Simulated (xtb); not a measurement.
CH5NbO2S, SMILES [CH3][Nb]([OH])([OH])=[S], multiplicity 1. All values are semi-empirical tight-binding results from xtb (GFN2-xTB unless named), good for trends rather than for accurate numbers. Coordinates come from a GFN2-xTB optimisation. The multiplicity is an assumed one; no other spin state was optimised. The structure was generated by enumeration; whether it is a known compound was not checked. The values are those of a single conformer.

Optimised geometry:

Bonded distances (Å): Nb1–S2 2.244, Nb1–O3 1.775, Nb1–O5 1.775, Nb1–C7 2.300, O3–H4 0.961, O5–H6 0.961, C7–H8 1.094, C7–H9 1.096, C7–H10 1.094. Angles (°): S2–Nb1–O3 101.5, S2–Nb1–O5 101.6, S2–Nb1–C7 93.6, O3–Nb1–O5 154.3, O3–Nb1–C7 94.4, O5–Nb1–C7 95.1, Nb1–O3–H4 176.7, Nb1–O5–H6 176.8, Nb1–C7–H8 110.0, Nb1–C7–H9 109.7, Nb1–C7–H10 109.8, H8–C7–H9 109.3, H8–C7–H10 108.6, H9–C7–H10 109.3.
Charge 0, spin multiplicity 1.

For metal compounds this method's bond lengths and energies can be far off.

```yaml
point_group_as_xtb_finds_it: Cs
orbital_gap: 1.54 eV
zero_point_energy: 37.9 kcal/mol
G − E(el) at 298.15 K (modified RRHO): 16.8 kcal/mol
```

### Question
Give the atomic charges and the Wiberg bond orders between heavy atoms. (Estimate from the structure and the level; the computed values follow.)

### Answer
charges (e) Nb1 0.37, S2 -0.21, O3 -0.46, H4 0.31, O5 -0.46, H6 0.31, C7 -0.14, H8 0.09, H9 0.08, H10 0.09. Bond orders Nb1–S2 2.29, Nb1–O3 1.28, Nb1–O5 1.28, Nb1–C7 1.04.
